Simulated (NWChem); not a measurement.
CH$_{6}$Ge; SMILES [GeH3][CH3]

Computed with NWChem. The geometry was optimised at PBE0/def2-SVP. B3LYP is NWChem's, with the RPA form of VWN correlation.

For level B3LYP/def2-SVPD:

* **highest occupied level (eV)**: -8.73
* **orbital gap (eV)**: 8.82

**Question.** Estimate the same quantities for level B3LYP/3-21G.

**Answer.** The highest occupied level (eV) is -8.56 and the orbital gap (eV) comes out as 10.04.
